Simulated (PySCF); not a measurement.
# Excitation energy of Bi²⁺ by level of theory

Bi²⁺ [Xe] 4f14 5d10 6s2 6p1 (2P) → Bi²⁺ [Xe] 4f14 5d10 6s1 6p1 7s1 (4P), as a difference of total energies. Computed with PySCF 2.14 in aug-cc-pwCVDZ-PP with ECP60MDF (6s5p4d1f, 48 functions), with a scalar-relativistic core potential. Correlated levels: valence and next inner shell: nothing frozen outside the core potential. The calculations carry no spin-orbit coupling.

```json
{"method": "UHF", "excitation energy (cm⁻¹)": "152860"}
{"method": "MP2 (valence and next inner shell)", "excitation energy (cm⁻¹)": "166560"}
{"method": "SCS-MP2 (valence and next inner shell)", "excitation energy (cm⁻¹)": "166660"}
{"method": "CCSD (valence and next inner shell)", "excitation energy (cm⁻¹)": "164070"}
{"method": "CCSD(T) (valence and next inner shell)", "excitation energy (cm⁻¹)": "164400"}
```

The promoted electron is Rydberg-like, and one or two diffuse shells describe it only roughly, which tends to raise the upper state.
